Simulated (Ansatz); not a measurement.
A set of 12 reactions (atomization), with CCSD(T)/CBS values in kJ/mol:

```csv
reaction,ΔE
`[F][In@H-]1[Cl+][In@@H-]([F])[Cl+]1` → 2 Cl• + 2 F• + 2 H• + 2 In•,2185.8
`[SiH3]/C=C(\[SiH3])Cl` → 2 C• + Cl• + 7 H• + 2 Si•,4033.9
`C[O][AlH][O]C` → Al• + 2 C• + 7 H• + 2 O•,4518.0
`B[N][GeH3]`• → B• + Ge• + 5 H• + N•,2386.4
`B[CH2][Al]([CH3])[CH3]` → Al• + B• + 3 C• + 10 H•,5472.8
`Cl[Si]Cl` → 2 Cl• + Si•,871.8
`[OH][Al]1[CH2][SiH2][SiH2]1` → Al• + C• + 7 H• + O• + 2 Si•,4045.9
`[OH+]1[GaH2-][OH+][GaH2-]1` → 2 Ga• + 6 H• + 2 O•,3018.1
`CNC([SiH3])S` → 2 C• + 9 H• + N• + S• + Si•,4759.7
`C/C=C(\N)O` → 3 C• + 7 H• + N• + O•,4758.8
`[BH2][AlH][OH]` → Al• + B• + 4 H• + O•,2211.7
`[Cl][Al-]([Cl])([Cl])[AsH3+]` → Al• + As• + 3 Cl• + 3 H•,2299.7
```

Gas-phase electronic energies from Ansatz, PBE0-D4/def2-TZVP geometries. CCSD(T)/CBS adds triple-zeta CCSD(T) − MP2 to the extrapolated MP2 energy (def2 sets, frozen cores). Small cases extrapolate CCSD(T) itself. Double bonds are as drawn, so ΔE can hold a change between cis and trans. DFT in def2-TZVPP. B3LYP here is the variant with VWN-RPA as its local correlation; programs differ in this. Open shells (•) are unrestricted, without spin–orbit coupling. Spin–orbit coupling would lower the free atoms: a little for Al, B, C, Cl, F, O, S, Si; clearly for Ga, Ge; strongly for In. Elements past krypton have def2 core potentials. Bonds to As, Ga, Ge, In are less sure, by a few kJ/mol each and by 10 to 20 or more in all where they break to atoms, as the def2 sets lack core-valence functions. Scalar relativity is left out up to krypton. One conformer a species, not always the lowest.

Question: Give the mean, mean absolute and largest difference (level minus CCSD(T)/CBS, kJ/mol) for: r2SCAN-D4, PBE0-D4, ωB97X-V, ωB97M-V, B2PLYP, PBE0, B3LYP, HF/def2-TZVPP, MP2/def2-TZVPP, SCS-MP2/def2-TZVPP, CCSD(T)/def2-TZVPP, HF/def2-QZVPP, MP2/CBS(def2), CCSD/CBS(def2). (An estimate is asked.)

Answer: The calculation gave: 
```json
{"level": "r2SCAN-D4", "mean": "6.0", "mean absolute": "14.6", "largest": "39.4"}
{"level": "PBE0-D4", "mean": "-20.4", "mean absolute": "32.6", "largest": "-97.1"}
{"level": "ωB97X-V", "mean": "9.1", "mean absolute": "15.0", "largest": "33.0"}
{"level": "ωB97M-V", "mean": "2.9", "mean absolute": "16.3", "largest": "-40.6"}
{"level": "B2PLYP", "mean": "-52.7", "mean absolute": "52.7", "largest": "-111.0"}
{"level": "PBE0", "mean": "-39.5", "mean absolute": "43.7", "largest": "-116.6"}
{"level": "B3LYP", "mean": "-54.3", "mean absolute": "57.3", "largest": "-153.1"}
{"level": "HF/def2-TZVPP", "mean": "-910.4", "mean absolute": "910.4", "largest": "-1402.9"}
{"level": "MP2/def2-TZVPP", "mean": "-49.1", "mean absolute": "49.1", "largest": "-104.6"}
{"level": "SCS-MP2/def2-TZVPP", "mean": "-59.8", "mean absolute": "59.8", "largest": "-88.2"}
{"level": "CCSD(T)/def2-TZVPP", "mean": "-89.6", "mean absolute": "89.6", "largest": "-130.8"}
{"level": "HF/def2-QZVPP", "mean": "-904.9", "mean absolute": "904.9", "largest": "-1396.9"}
{"level": "MP2/CBS(def2)", "mean": "40.2", "mean absolute": "43.6", "largest": "84.1"}
{"level": "CCSD/CBS(def2)", "mean": "-48.8", "mean absolute": "48.8", "largest": "-77.6"}
```

The largest T1 diagnostic in the set is 0.022, for `B[N][GeH3]`• (customary mark 0.045).

CCSD(T)/CBS is a level of theory with its own doubt, and the functionals carry their triple-zeta basis error, so these figures describe this set and don't rank the functionals.
